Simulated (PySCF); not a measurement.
# Computed properties of CH8GeOSi, SMILES O[CH2][GeH2][SiH3]

CH8GeOSi, SMILES O[CH2][GeH2][SiH3]. Geometry optimised at PBE0-D3(BJ)/def2-SVP. The structure was generated by enumeration, and PubChem lists no compound with its InChIKey, so it may never have been made. One conformer was computed; it need not be the lowest. All values are computed for the isolated molecule unless a solvent is named; none is compared with measurement here.

**Structure.** All 30 harmonic modes at PBE0-D3(BJ)/def2-SVP (PySCF) are real, so it is a minimum. With heavy atoms numbered as in [OH:1][CH2:2][GeH2:3][SiH3:4], the shortest bond between them is O1–C2 at 1.404 Å and the longest Ge3–Si4 at 2.385 Å.

**Vibrations.** The strongest infrared lines (harmonic, unscaled, degenerate partners summed) lie at 715 cm⁻¹ (199 km/mol, H 82 %, C 14 %), 858 cm⁻¹ (166 km/mol, H 95 %), 1110 cm⁻¹ (142 km/mol, O 45 %, C 38 %, H 17 %). The softest mode is at 69 cm⁻¹ and the zero-point energy is 51.8 kcal/mol.

**Electronic structure.** PBE0/def2-TZVP (PySCF) places the frontier levels at -7.28 and 0.13 eV, a gap of 7.41 eV, and gives a dipole moment of 1.16 D and a mean polarisability of 80.5 bohr³. PBE/def2-TZVP (PySCF) at the same geometry gives -5.92 and -0.66 eV, so its gap is 2.15 eV narrower. An orbital gap is neither the optical nor the fundamental gap.

**Excitations.** TDA-CAM-B3LYP/def2-SVPD (PySCF) has S1 at 6.28 eV (197 nm, f = 0.009, weak); the most intense of the 10 singlets computed lies at 7.49 eV (f = 0.27). T1 (TDA) is at 5.94 eV, 0.34 eV under S1. TDA-PBE/def2-SVPD (PySCF) puts S1 at 5.34 eV. No vertical singlet excitation falls in the visible range (under 3.1 eV).

**NMR.** GIAO shifts at PBE0/pcSseg-1 (PySCF) (non-relativistic, atoms alike by connectivity averaged): ¹³C at 57.6 ppm against TMS; ¹H from -0.4 to 4.2 ppm against TMS; ²⁹Si at -106.1 ppm against TMS.
